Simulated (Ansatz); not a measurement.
Program: Ansatz. Geometries: PBE0-D4/def2-TZVP. ΔE: electronic, gas phase. CCSD(T)/CBS adds triple-zeta CCSD(T) − MP2 to the extrapolated MP2 energy (def2 sets, frozen cores). DFT in def2-TZVPP. Open shells (•) are unrestricted, without spin–orbit coupling. For Ge outer-core shells are correlated without core-valence functions, which leaves a few kJ/mol of doubt a bond. Scalar relativity is left out up to krypton.

`CC(=O)[O][GeH3]` → `C[C]=O`• + `[O][GeH3]`•  (homolysis of the C–O bond)

`CC(=O)[O][GeH3]`:

Cartesian coordinates in Å:
```
C 0.627 1.160 1.496
C -0.172 0.403 0.480
O -1.377 0.433 0.388
O 0.580 -0.326 -0.338
Ge -0.407 -1.247 -1.579
H -0.037 1.729 2.141
H 1.222 0.463 2.088
H 1.323 1.829 0.988
H -1.152 -0.249 -2.467
H 0.717 -1.962 -2.340
H -1.325 -2.233 -0.858
```

`C[C]=O`•:

Z-matrix (Å, degrees):
```
C
C 1 1.497
H 1 1.094 2 111.4
H 1 1.091 2 108.7 3 -122.1
H 1 1.092 2 108.4 3 121.8
O 2 1.175 1 129.3 3 -1.0
```

`[O][GeH3]`•:

```xyz
5

O     1.041    1.215   -0.597
Ge   -0.058   -0.068    0.007
H     0.434   -1.440   -0.477
H    -1.492    0.216   -0.465
H     0.074    0.076    1.532
```

```json
{"level": "CAM-B3LYP-D4", "ΔE (eV)": "4.88"}
{"level": "ωB97X-V", "ΔE (eV)": "4.97"}
```

What does CCSD(T)/CBS give? (Best estimate.)

The calculation gave: +5.08 eV. The listed levels differ from it by -0.20, -0.11 eV.

Largest T1 diagnostic among the species: 0.019.

Leaving LDA and LC-ωPBE aside and taking each functional with its dispersion term where it has one, the values, not all of them listed here, spread over 0.42 eV, from BLYP-D4 to PBE-QIDH. LDA lies +1.01 eV from PBE without D4, its usual overbinding. From r2SCAN to r2SCAN0 (25 % exact exchange), in def2-TZVPP and without D4, ΔE moves by −0.04 eV: exact exchange takes away binding that semilocal exchange gives to molecules.
